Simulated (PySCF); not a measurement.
A calculated (UHF, PySCF 2.14, aug-cc-pVDZ, no relativity, point nucleus) atom or ion has these occupied shells.

```tsv
shell	electrons	orbital energy (eV)	rms radius, mean of both spins (bohr)
1s α	1	-8316.1	0.0635
1s β	1	-8316.0	0.0635
2s α	1	-1032.7	0.268
2s β	1	-1030.6	0.268
2p α	3	-897.26	0.239
2p β	3	-895.19	0.239
3s α	1	-135.80	0.804
3s β	1	-130.44	0.804
3p α	3	-92.546	0.853
3p β	3	-86.112	0.853
3d α	5	-20.382	1.11
3d β	3	-17.756	1.11
4s α	1	-7.768	3.31
4s β	1	-7.308	3.31
```

Task: Name the element and its charge.

Result: Ni (nickel, neutral), in [Ar] 3d8 4s2, high-spin 3F determinant.
